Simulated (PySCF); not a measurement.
Compound: C₅H₅FN (doublet state).
Structure used (GFN2-xTB), in Å, numbered top down from 1:
```xyz
12
C5H5FN angstrom
C      2.0152    0.9667    0.3296
C      0.9271    0.4890   -0.1708
C      0.0982   -0.7011   -0.2478
F      0.7395   -1.8108    0.3417
C     -1.2403   -0.5088    0.4858
C     -2.0177    0.5239   -0.1485
N     -2.6314    1.3398   -0.6609
H      2.7014    0.3852    0.9486
H      2.3271    1.9862    0.1577
H     -0.0699   -0.9950   -1.2934
H     -1.8014   -1.4476    0.4715
H     -1.0465   -0.2281    1.5252
```

The hyperfine couplings belong to this conformer and change with its torsions.

The species is `C=[C][C@@H](F)CC#N` [radical].

Method used: UKS B3LYP, pcH-1 on C F H N, non-relativistic, mean-field spin-orbit, GIAO in PySCF 2.14.0. The structure is a single GFN2-xTB conformer in the gas phase; no vibrational or solvent corrections. Couplings are sensitive to structure, and on GFN2-xTB geometries they can be far from those on DFT ones. No stability test was run, so a lower SCF solution isn't excluded.

(1) Predict the first-order ENDOR lines of C3, C1, C5, C6, N7, H8, H9, H10 and H11 under fast tumbling at B = 341.7 mT (X band).

(2) Which pairs are centred on the nuclear Larmor frequency, and which on half the coupling?

Results:

(1) ν± = |νn ± a/2|, one line for each electron-spin manifold; νn = |g_N| × 7.62259 MHz/T × B.

```tsv
nuclei	isotope	g_N	νn (MHz)	a_iso (MHz)	lower line (MHz)	upper line (MHz)
C3	13C	1.4048	3.66	61.99	27.34	34.66
C1	13C	1.4048	3.66	-20.62	6.65	13.97
C5	13C	1.4048	3.66	3.42	1.95	5.37
C6	13C	1.4048	3.66	3.15	2.08	5.24
N7	14N	0.4038	1.05	0.53	0.79	1.32
H8	1H	5.5857	14.55	185.51	78.21	107.31
H9	1H	5.5857	14.55	128.58	49.74	78.84
H10	1H	5.5857	14.55	14.64	7.23	21.87
H11	1H	5.5857	14.55	-0.64	14.23	14.87
```

The rows for 13C, of low natural abundance, apply to labelled samples.

(2) Centred on νn, since |a| < 2νn: C5, C6, N7, H10 and H11. Centred on |a|/2 and split by 2νn: C3, C1, H8 and H9.

Couplings of abundant isotopes left out: F4 (220.5 MHz).
